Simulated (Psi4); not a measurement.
silacyclobutane (C₃H₈Si), singlet, at a GFN2-xTB geometry; CCSD(T)/STO-3G in Psi4 1.11.

The Psi4 input:
```
memory 2 GB

molecule {
0 1
  C     0.94016925    0.39805364    0.93756297
  C     0.99930330   -0.74626934   -0.09591889
  Si   -0.77881964   -0.36144439   -0.68319456
  C    -0.38448642    1.07057269    0.52035540
  H     1.79758492    1.06860867    0.88594702
  H     0.88094386    0.00849054    1.95305098
  H     1.76805182   -0.57948533   -0.84803349
  H     1.18886207   -1.72221791    0.34515954
  H    -1.81068026   -1.29894242   -0.23630310
  H    -0.96271943   -0.02265274   -2.09491916
  H    -0.22126520    2.03238174    0.03791393
  H    -1.06721963    1.23989694    1.34991129
}

set basis sto-3g

energy('ccsd(t)')
print_variables()
```

Problem. What does Psi4 print? Leave out banner, timings and long lists.

Solution. 
```
   => Loading Basis Set <=

    Name: STO-3G
    Role: ORBITAL
    Keyword: BASIS

         ---------------------------------------------------------
                                   SCF
               by Justin Turney, Rob Parrish, Andy Simmonett
                          and Daniel G. A. Smith
                              RHF Reference
         ---------------------------------------------------------

  ==> Geometry <==

    Molecular point group: c1
    Full point group: C1

    Geometry (in Angstrom), charge = 0, multiplicity = 1:

       Center              X                  Y                   Z               Mass
    ------------   -----------------  -----------------  -----------------  -----------------
         C            0.961591864327     0.407937910645     0.956525686318    12.000000000000
         C            1.020725914327    -0.736385069355    -0.076956173682    12.000000000000
         SI          -0.757397025673    -0.351560119355    -0.664231843682    27.976926534650
         C           -0.363063805673     1.080456960645     0.539318116318    12.000000000000
         H            1.819007534327     1.078492940645     0.904909736318     1.007825032230
         H            0.902366474327     0.018374810645     1.972013696318     1.007825032230
         H            1.789474434327    -0.569601059355    -0.829070773682     1.007825032230
         H            1.210284684327    -1.712333639355     0.364122256318     1.007825032230
         H           -1.789257645673    -1.289058149355    -0.217340383682     1.007825032230
         H           -0.941296815673    -0.012768469355    -2.075956443682     1.007825032230
         H           -0.199842585673     2.042266010645     0.056876646318     1.007825032230
         H           -1.045797015673     1.249781210645     1.368874006318     1.007825032230

  Running in c1 symmetry.

  Rotational constants: A =      0.30819  B =      0.19816  C =      0.13577 [cm^-1]
  Rotational constants: A =   9239.33084  B =   5940.76030  C =   4070.29804 [MHz]
  Nuclear repulsion =  167.706756560569147

  Charge       = 0
  Multiplicity = 1
  Electrons    = 40
  Nalpha       = 20
  Nbeta        = 20

  ==> Algorithm <==

  SCF Algorithm Type is PK.
  DIIS enabled.
  MOM disabled.
  Fractional occupation disabled.
  Guess Type is SAD.
  Energy threshold   = 1.00e-08
  Density threshold  = 1.00e-08
  Integral threshold = 1.00e-12

  ==> Primary Basis <==

  Basis Set: STO-3G
    Blend: STO-3G
[...]
  @RHF Final Energy:  -402.48035168277056
    Total Energy =                       -402.4803516827705607
[...]
             13   1         0.0021459195

    Largest TIjAb Amplitudes:
     19  19   0   0        -0.0735123810
     16  16   5   5        -0.0611406600
     14  14   7   7        -0.0368349869
     18  18   3   3        -0.0325711338
     18  18   1   1        -0.0321632017
     17  17   1   1        -0.0290015339
     17  17   2   2        -0.0279155757
     18  19   1   0        -0.0269511734
     19  18   0   1        -0.0269511734
     15  15   2   2        -0.0267464600

    SCF energy       (wfn)                    = -402.480351682770561
    Reference energy (file100)                = -402.480351682771015

    Opposite-spin MP2 correlation energy      =   -0.178481484964744
    Same-spin MP2 correlation energy          =   -0.022240378235473
    Singles MP2 correlation energy            =   -0.000000000000000
    MP2 correlation energy                    =   -0.200721863200216
      * MP2 total energy                      = -402.681073545971230

    Opposite-spin CCSD correlation energy     =   -0.246202832998615
    Same-spin CCSD correlation energy         =   -0.018201763312041
    Singles CCSD correlation energy           =    0.000000000000000
    CCSD correlation energy                   =   -0.264404596310656
      * CCSD total energy                     = -402.744756279081685

            **************************
            *                        *
            *        CCTRIPLES       *
            *                        *
            **************************

    Wave function   =    CCSD_T
    Reference wfn   =      RHF

    Nuclear Rep. energy (wfn)                =  167.706756560569147
    SCF energy          (wfn)                = -402.480351682770561
    Reference energy    (file100)            = -402.480351682771015
    CCSD energy         (file100)            =   -0.264404596310656
    Total CCSD energy   (file100)            = -402.744756279081685

    Number of ijk index combinations:             1540
    Approx. words needed per explicit thread:            6912
    Number of threads for explicit ijk threading:    1

    MKL num_threads set to 1 for explicit threading.

    (T) energy                                =   -0.002189703239247
      * CCSD(T) total energy                  = -402.746945982320938

  Variable Map:
  ----------------------------------------------------------------------------
[...]
  Array Variable Map:
  ----------------------------------------------------------------------------
[...]
[...]
```
